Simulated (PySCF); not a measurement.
PySCF 2.14 output of an unrestricted LDA calculation on a single atom or ion in aug-cc-pV5Z-PP with ECP60MDF (8s8p7d5f4g3h2i, 197 functions), with a scalar-relativistic core potential:

```
SCF conv_tol = 1e-09
number electrons alpha = 9  beta = 8
    P. A. M. Dirac.,  Math. Proc. Cambridge Philos. Soc. 26, 376 (1930)
    F. Bloch.,  Z. Phys. 57, 545 (1929)
    S. H. Vosko, L. Wilk, and M. Nusair.,  Can. J. Phys. 58, 1200 (1980)
cycle= 1 E= -118.779313421737  delta_E= 0.0294  |g|= 0.274  |ddm|= 0.803
cycle= 2 E= -118.766956037447  delta_E= 0.0124  |g|= 0.416  |ddm|= 0.99
cycle= 3 E= -118.821327735804  delta_E= -0.0544  |g|= 0.0924  |ddm|= 0.246
cycle= 4 E= -118.826259213656  delta_E= -0.00493  |g|= 0.0322  |ddm|= 0.209
cycle= 5 E= -118.826818434077  delta_E= -0.000559  |g|= 0.00547  |ddm|= 0.0639
cycle= 6 E= -118.826911059788  delta_E= -9.26e-05  |g|= 0.00437  |ddm|= 0.0429
cycle= 7 E= -118.826943531343  delta_E= -3.25e-05  |g|= 0.00121  |ddm|= 0.0395
cycle= 8 E= -118.826944467534  delta_E= -9.36e-07  |g|= 7.76e-05  |ddm|= 0.003
cycle= 9 E= -118.826944483496  delta_E= -1.6e-08  |g|= 2.39e-05  |ddm|= 0.000972
cycle= 10 E= -118.826944484066  delta_E= -5.7e-10  |g|= 1.9e-06  |ddm|= 0.000126
converged SCF energy = -118.826944484066  <S^2> = 0.88837869  2S+1 = 2.1338966
```

The run itself started from symmetry-adapted Hartree-Fock orbitals and held the occupation by maximum overlap, on a logarithmic radial grid, so the iterations belong to that start.

Task: Which element, charge and spin multiplicity is this?

Result: Pt⁺ (platinum, charge +1), multiplicity 2; the state was [Xe] 4f14 5d9, 2D determinant.

Energies and moments cover only the electrons outside the core potential. Spin-orbit coupling, absent here, splits the open shell strongly. ⟨S²⟩ = 0.89 against 0.75 shows spin contamination.
